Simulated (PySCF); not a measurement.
# Reading the logs of faulty runs: AlBH5NSi

All numbers below are calculated, not measured. The program is PySCF 2.14.0, an open-source quantum chemistry code, run on an isolated molecule that a program drew, which may never have been made. The molecule is AlBH5NSi (charge 0, singlet), drawn as the SMILES string `N[B]([Al])[SiH3]`.

Each row is a Hartree-Fock (HF) and frozen-core CCSD(T) single point in the cc-pV(D+d)Z basis, meant for a local HF minimum. Run 1 is clean. Each other run has one planted mistake out of seven kinds, and not every kind appears here: one electron removed, one electron added, multiplicity raised by two, geometry at a saddle point, minimal basis STO-3G, one bond length entered in bohr, all coordinates scaled. The reference is restricted for singlets and unrestricted otherwise, and also for a bond in bohr. Adding or removing an electron swaps singlet and doublet. Electrons count all cores. HOMO and LUMO are orbital energies over both spins, the gradient is its largest component, and the lowest frequency (negative if imaginary) is given only where the gradient is small. Bond lengths are over the 8 bonds as drawn. T1 is the CCSD diagnostic: over 0.02 (restricted) or 0.045 (unrestricted) a single reference is doubtful.

Geometry of the clean run:
```xyz
9
AlBH5NSi, angstrom
N    -2.1527    1.5027   -0.7712
B    -1.4464    0.3070   -0.9445
Al   -1.3900   -0.6817   -2.9735
Si   -0.5002   -0.4549    0.7130
H    -2.2182    1.9936    0.0998
H    -2.6527    1.9703   -1.5012
H     0.9661   -0.5825    0.4792
H    -0.6803    0.3747    1.9415
H    -0.9974   -1.8237    1.0292
```

| run | electrons | basis functions | <S^2> | HOMO (eV) | LUMO (eV) | gradient (hartree/bohr) | lowest frequency (cm^-1) | mean bond (Å) | longest bond (Å) | T1 | HF (hartree) | CCSD(T) (hartree) | mistake |
|---|---|---|---|---|---|---|---|---|---|---|---|---|---|
| 1 | 44 | 99 | 0.000 | -6.79 | 0.77 | 3.6e-05 | 86 | 1.5236 | 2.258 | 0.0169 | -612.88288 | -613.35863 | no fault |
| 2 | 45 | 99 | 1.064 | -0.26 | 6.01 | 1.8e-02 | - | 1.5236 | 2.258 | 0.0545 | -612.87452 | -613.35927 | one electron added |
| 3 | 44 | 33 | 0.000 | -2.88 | 8.57 | 3.4e-02 | - | 1.5236 | 2.258 | 0.0172 | -605.57771 | -605.78607 | ? |
| 4 | 44 | 99 | 1.153 | -7.10 | 0.65 | 9.6e-03 | - | 1.6897 | 2.822 | 0.0686 | -612.77935 | -613.24376 | ? |

**Which mistake was planted in run 3, and what did it cost?**

It has 33 basis functions where the clean run has 99, with the same electrons and geometry. So the mistake is: minimal basis STO-3G. Subtracting run 1 and multiplying by 627.51 kcal/mol a hartree, the energy moved by 4584.1 kcal/mol in HF and 4751.9 kcal/mol in CCSD(T).

**Which mistake was planted in run 4, and what did it cost?**

The mean bond changes by a factor of 1.109 and the longest by 1.250, so the molecule wasn't scaled as a whole. A length L in bohr read as angstrom grows by (1/0.5292 - 1) L = 0.890 L. The 8 bonds together grew by 8 x 0.1661 = 1.329 Å, which gives L = 1.493 Å. That is the length of one of the H-Si bonds, 1.493 Å in the clean geometry. So the mistake is: one bond length entered in bohr. Subtracting run 1 and multiplying by 627.51 kcal/mol a hartree, the energy moved by 65.0 kcal/mol in HF and 72.1 kcal/mol in CCSD(T).

Cautions from the logs. Run 2: T1 is over the limit, so its CCSD(T) energy is less reliable; run 4: T1 is over the limit, so its CCSD(T) energy is less reliable.
